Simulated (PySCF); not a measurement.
C₃H₃N₂, multiplicity 2. Atoms are numbered in the order given.

```xyz
8

C      0.0000    -0.7422    -0.8789
C      0.0000     0.7422    -0.8789
N      0.0000     1.1737     0.3748
C      0.0000     0.0000     1.0987
N      0.0000    -1.1737     0.3748
H      0.0000    -1.4211    -1.7461
H      0.0000     1.4211    -1.7461
H      0.0000     0.0000     2.2000
```
Charge 0, spin multiplicity 2.

The structure is a stationary point at PBE-D3(BJ)/def2-SVP. The isomer is the one that the SMILES or the coordinates give; other isomers of the formula were not compared.

Computed with ωB97X/def2-TZVP run with PySCF.

Atomic charges (e):

```tsv
atom	Mulliken	Löwdin	Mulliken spin
C1	___	-0.18	0.36
C2	___	-0.18	0.36
N3	-0.31	0.07	-0.10
C4	0.15	-0.19	0.51
N5	-0.31	0.07	-0.10
H6	___	0.14	-0.01
H7	___	0.14	-0.01
H8	___	0.14	-0.01
```

Problem. Complete the blanks. (An estimate is asked for; the answer gives what the named calculation found.)

Solution. 
- C1, Mulliken: 0.00
- C2, Mulliken: 0.00
- H6, Mulliken: 0.16
- H7, Mulliken: 0.16
- H8, Mulliken: 0.16

Computed Mayer and Wiberg (Löwdin basis) orders of the bonds:
| bond | Mayer | Wiberg |
|---|---|---|
| C1–C2 | 1.16 | 1.33 |
| C2–N3 | 1.63 | 1.93 |
| N3–C4 | 1.31 | 1.64 |
| C1–N5 | 1.63 | 1.93 |
| C4–N5 | 1.31 | 1.64 |
| C1–H6 | 0.95 | 0.88 |
| C2–H7 | 0.95 | 0.88 |
| C4–H8 | 0.96 | 0.89 |
